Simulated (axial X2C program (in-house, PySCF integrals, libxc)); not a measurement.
# Levels of HfSe⁺ by electron attachment to HfSe²⁺ (EOM-EA-CCSD)

Computed with an axial X2C code built on PySCF integrals: two-component X2C with atomic mean-field Coulomb and Gaunt terms, Gaussian nuclei, basis Hf dyall-acv3z, Se dyall-acv3z with contracted cores.

R = 2.247 Å (near the PBE0 minimum at charge 1 of the determinant lowest at the starting distance; the state shown can have its own minimum elsewhere).

Hartree–Fock spinors of HfSe²⁺ (one of each Kramers pair; a window near the gap, which can cut inner shells):

```json
{"ω": "1/2", "occupied": "yes", "ε (eV)": "-21.92", "character": "66% Se p, 16% Hf d, 9% Hf s"}
{"ω": "1/2", "occupied": "yes", "ε (eV)": "-21.01", "character": "52% Se p, 34% Hf d, 4% Hf f"}
{"ω": "3/2", "occupied": "yes", "ε (eV)": "-20.73", "character": "48% Se p, 39% Hf d, 4% Hf f"}
{"ω": "1/2", "occupied": "no", "ε (eV)": "-12.15", "character": "52% Hf s, 24% Hf d, 10% Se p"}
{"ω": "3/2", "occupied": "no", "ε (eV)": "-11.00", "character": "91% Hf d, 3% Se p, 2% Se d"}
{"ω": "5/2", "occupied": "no", "ε (eV)": "-10.75", "character": "96% Hf d, 2% Se d"}
{"ω": "1/2", "occupied": "no", "ε (eV)": "-10.63", "character": "50% Hf d, 27% Hf p, 16% Se p"}
{"ω": "3/2", "occupied": "no", "ε (eV)": "-10.40", "character": "52% Hf d, 21% Hf p, 18% Se p"}
{"ω": "1/2", "occupied": "no", "ε (eV)": "-9.82", "character": "42% Hf d, 41% Hf p, 9% Se p"}
```

Levels of HfSe⁺ obtained by attaching an electron to HfSe²⁺:

| Ω | binding energy (eV) | above lowest (cm⁻¹) | attached spinor | one-particle weight |
| --- | --- | --- | --- | --- |
| 1/2 | 13.386 | 0 | 48% Hf sσ, 31% Hf dσ, 9% Se pσ | 0.95 |
| 3/2 | 12.553 | 6714 | 96% Hf dδ | 0.94 |
| 5/2 | 12.271 | 8987 | 96% Hf dδ | 0.94 |
| 1/2 | 11.403 | 15989 | 48% Hf dπ, 24% Hf pπ, 15% Se pπ | 0.95 |
| 3/2 | 11.071 | 18666 | 48% Hf dπ, 23% Hf pπ, 20% Se pπ | 0.95 |
| 1/2 | 10.621 | 22298 | 43% Hf pσ, 31% Hf dσ, 8% Se pσ | 0.95 |
| 1/2 | 8.578 | 38774 | 47% Hf pπ, 17% Se dπ, 13% Hf dπ | 0.95 |
| 3/2 | 8.273 | 41239 | 50% Hf pπ, 16% Se dπ, 13% Se pπ | 0.95 |

Task: Take the first Ω = 1/2 and Ω = 3/2 rows of π character: how far apart are they, and which lies lower?

Result: E(3/2) − E(1/2) = 18666 − 15989 = 2677 cm⁻¹ at EOM-EA-CCSD: regular, Ω = 1/2 lower. Splittings at this level can be off by ten to twenty per cent.

This point took 27 s on 1 thread of Intel(R) Xeon(R) 6975P-C (Granite Rapids) (shared host).

Reference electrons by ω block (each with its −ω partner): 1/2: 31, 3/2: 15, 5/2: 5, 7/2: 1. 16 electrons of HfSe²⁺ correlated (inner shells frozen), 88 natural virtual spinors (a truncated set); levels can be off by some tenths of an eV. Roots sought by Ω: (1/2: 5, 3/2: 4, 5/2: 2, 7/2: 1); rows need 60 % one-particle weight and stop where some Ω has no more roots. Missing are any skipped roots, higher Ω and states of a further excitation; these come out far too high here and may in truth be low or lowest. T1 of the reference 0.027 (Lee–Taylor). The reference was not checked to be the lowest state of its species. Number of frozen shells: Hf 4 s, 3 p, 2 d, 1 f; Se 3 s, 2 p, 1 d. Large amplitudes in the reference (orbital relaxation or multireference character) lower the reliability.
